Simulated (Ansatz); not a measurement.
Cartesian coordinates in Å:
```
N 0.606 1.685 0.025
Si 0.857 1.159 1.633
S 0.249 -0.901 1.811
Si -0.836 -1.200 0.005
N 0.235 -1.064 -1.350
H 0.547 2.662 -0.209
H 0.834 1.085 -0.756
H 0.018 2.042 2.506
H -1.920 -0.215 -0.218
H -1.429 -2.553 0.191
H 1.029 -1.688 -1.374
H -0.189 -1.011 -2.265
```

Charge 0, multiplicity 2.

Task: List the ωB97M-V/def2-TZVPP orbital energies in eV (Ansatz 0.2.0). (Best estimate.)

Result: The calculation gave: α occupied: -2426.21, -1807.56, -1807.42, -394.40, -394.28, -220.24, -163.32, -163.26, -163.20, -148.52, -148.37, -102.67, -102.63, -102.61, -102.56, -102.48, -102.44, -26.89, -26.58, -22.69, -17.74, -16.87, -16.61, -16.46, -14.03, -13.37, -12.61, -12.02, -11.08, -10.87, -10.24, -9.70, -6.95. α empty: 1.79, 2.13, 2.45, 2.81, 3.28, 3.64, 3.93, 4.22. β occupied: -2426.19, -1807.56, -1807.33, -394.40, -394.19, -220.22, -163.29, -163.24, -163.17, -148.52, -148.28, -102.66, -102.63, -102.61, -102.43, -102.38, -102.31, -26.85, -26.43, -22.58, -17.59, -16.65, -16.53, -16.43, -13.96, -13.11, -12.51, -11.73, -10.78, -10.53, -10.14, -9.52. β empty: -0.19, 1.86, 2.25, 2.60, 2.86, 3.35, 3.68, 4.01. ⟨S²⟩ = 0.752.
